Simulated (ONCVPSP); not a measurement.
How hard is this zirconium (Zr) ONCV potential?

```
Element                 : zirconium
Generator               : ONCVPSP 4.0.1
Type                    : optimised norm-conserving Vanderbilt (ONCV)
Functional              : PBEsol
Relativity              : fully relativistic
Frozen core             : [Ar] 3d10
Valence charge          : 12
Reference configuration : 4s2 4p6 4d2 5s2
Partial waves           : 4s+5s: rc 1.70 bohr, ncon 3, nbas 7, qcut 6.6 1/bohr, 2 projectors; 4p: rc 1.45 bohr, ncon 3, nbas 8, qcut 6.2 1/bohr, 2 projectors, debl 2.6 Ha; 4d: rc 1.80 bohr, ncon 3, nbas 8, qcut 4.7 1/bohr, 2 projectors, debl 1.2 Ha
Local potential         : polynomial inside 1.10 bohr (lpopt 5, dvloc0 -1 Ha)
Core correction         : polynomial model core, fcfact 0.55
```

Open shells are filled in proportion to 2j + 1.

Question: For each optimised wave give the share of its norm inside rc, the residual kinetic energy above qcut (Ha) and the cutoffs (Ha) for errors of 10, 1, 0.1 and 0.01 mHa per electron.

Answer:

| wave | norm inside rc | residual KE | 10 mHa | 1 mHa | 0.1 mHa | 0.01 mHa |
| --- | --- | --- | --- | --- | --- | --- |
| 4s | 0.875 | 8.5e-06 | 12.2 | 16.0 | 18.8 | 22.3 |
| 5s | 0.043 | 3.7e-06 | 8.7 | 14.1 | 17.8 | 20.5 |
| 4p j=3/2 | 0.609 | 3.6e-04 | 7.1 | 16.1 | 65.0 | 142.2 |
| p projector 2 j=3/2 | 0.067 | 3.5e-04 | 7.2 | 15.9 | 29.4 | 79.4 |
| 4p j=1/2 | 0.634 | 3.3e-04 | 7.4 | 15.6 | 63.4 | 142.1 |
| p projector 2 j=1/2 | 0.066 | 3.4e-04 | 7.4 | 15.4 | 29.4 | 81.5 |
| 4d j=5/2 | 0.389 | 2.8e-03 | 9.2 | 17.6 | 75.4 | 130.5 |
| d projector 2 j=5/2 | 0.217 | 8.4e-03 | 10.8 | 15.0 | 39.3 | 104.0 |
| 4d j=3/2 | 0.398 | 3.0e-03 | 9.3 | 18.5 | 76.1 | 132.2 |
| d projector 2 j=3/2 | 0.217 | 8.9e-03 | 10.8 | 15.4 | 39.9 | 105.0 |

The occupied waves need 18 Ha and 76 Ha for 1 and 0.1 mHa. Note: no bound ghost flagged; GHOST(+) flagged for s at 95.0 eV, d3/2 at 293.7 eV.
